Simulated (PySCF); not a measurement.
**Ionisation energy of Ti(2+) by level of theory**

Ti(2+) [Ar] 3d2 (3F) → Ti(3+) [Ar] 3d1 (2D), as a difference of total energies. Computed with PySCF 2.14 in aug-cc-pwCVTZ (10s9p7d4f3g, 127 functions), with the non-relativistic Hamiltonian (point nucleus). Correlated levels: valence: [Ar] frozen; valence and next inner shell: [Ne] frozen; nothing frozen. The calculations carry no spin-orbit coupling.

| method | ionisation energy (eV) | difference from reference (eV) |
| --- | --- | --- |
| UHF | 26.775 | -0.717 |
| LDA | 28.182 | +0.690 |
| PBE | 28.098 | +0.606 |
| PBE0 | 27.984 | +0.492 |
| r2SCAN | 28.078 | +0.586 |
| wB97X-V | 27.751 | +0.259 |
| wB97M-V | 27.750 | +0.258 |
| BP86 | 28.135 | +0.643 |
| MP2 (valence) | 26.915 | -0.577 |
| SCS-MP2 (valence) | 26.822 | -0.670 |
| MP2 (valence and next inner shell) | 27.473 | -0.019 |
| SCS-MP2 (valence and next inner shell) | 27.359 | -0.133 |
| MP2 (all electrons) | 27.494 | +0.002 |
| SCS-MP2 (all electrons) | 27.372 | -0.120 |

Reference: 27.492 eV (measured; NIST Atomic Spectra Database, ionization energies).

These non-relativistic numbers lack the scalar-relativistic shift.

Errors of the correlated levels include the incompleteness of this basis and the frozen core.
